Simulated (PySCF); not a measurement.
C5H6O2, SMILES C(C(=O)O)C=C=C. Geometry: PBE-D3(BJ)/def2-SVP. One conformer was computed; it need not be the lowest.

Computed equilibrium geometry at PBE-D3(BJ)/def2-SVP (PySCF confirms it by a frequency run) as Cartesian coordinates in Å (one conformer of several):
```xyz
13

C     -3.3354     0.5906     0.3917
C     -2.1029     0.1397     0.4997
C     -0.8690    -0.3127     0.6044
C      0.0788    -0.4937    -0.5534
C      1.4995    -0.0784    -0.2111
O      1.9403     0.0848     0.9097
O      2.2542     0.0602    -1.3300
H     -3.5635     1.6678     0.4721
H     -4.1866    -0.0918     0.2222
H     -0.4659    -0.5734     1.6003
H      0.1386    -1.5688    -0.8452
H     -0.2584     0.0413    -1.4629
H      3.1539     0.2923    -1.0111
```
Charge 0, spin multiplicity 1.
